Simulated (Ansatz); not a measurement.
Energy needed to pull apart CH$_{3}$GeN (SMILES N#[C][GeH3]), singlet, into free ground-state atoms, from the structure below (displaced at random from a GFN2-xTB minimum); no zero-point or spin–orbit terms; open-shell atoms are treated unrestricted, in their ground-state multiplicity.

N1  (0.468, -2.219, 0.671)
C2  (0.398, -1.194, 0.473)
Ge3  (-0.105, 0.586, -0.261)
H4  (-1.600, 0.658, -0.909)
H5  (1.029, 0.901, -1.183)
H6  (-0.360, 1.247, 1.029)
(Å)

Program: Ansatz 0.2.0. Basis: def2-TZVPP. Cores are frozen in the correlated methods. Filled d shells of the heavier atoms are correlated. The def2 sets are not built for correlating such inner shells, so the correlated values are less sure here.

```json
{"method": "SPW92", "atomization energy (kJ/mol)": "?"}
{"method": "PBE-D4", "atomization energy (kJ/mol)": "2001"}
{"method": "r2SCAN-D4", "atomization energy (kJ/mol)": "1952"}
{"method": "PBE0-D4", "atomization energy (kJ/mol)": "1953"}
{"method": "r2SCAN0-D4", "atomization energy (kJ/mol)": "1909"}
{"method": "wB97M-V", "atomization energy (kJ/mol)": "1970"}
{"method": "HF", "atomization energy (kJ/mol)": "1317"}
{"method": "MP2", "atomization energy (kJ/mol)": "?"}
{"method": "CCSD", "atomization energy (kJ/mol)": "1873"}
{"method": "CCSD(T)", "atomization energy (kJ/mol)": "1910"}
```

What does MP2 give? (Judge from chemistry; the value comes from the calculation.)

By the calculation: 1937 kJ/mol, which is about 27 kJ/mol more than CCSD(T)/def2-TZVPP.

What does SPW92 give? (To be estimated.)

Computed: 2267 kJ/mol, which is about 357 kJ/mol more than CCSD(T)/def2-TZVPP.

In triple zeta the MP2 and coupled-cluster atomization energies are still short of their basis limit by a few kcal/mol a bond, whereas those of the functionals are nearly converged, so these differences are not deviations from converged CCSD(T).

The T1 diagnostic stays at or below 0.013.

For scale, one of the runs: CCSD(T)/def2-TZVPP forces, 152 basis functions (an equivalent command: `ansatz run in.yaml --threads 4`). Time: 100 s of wall clock on 4 CPU threads; the host was shared. Peak host memory: 1.8 GiB.
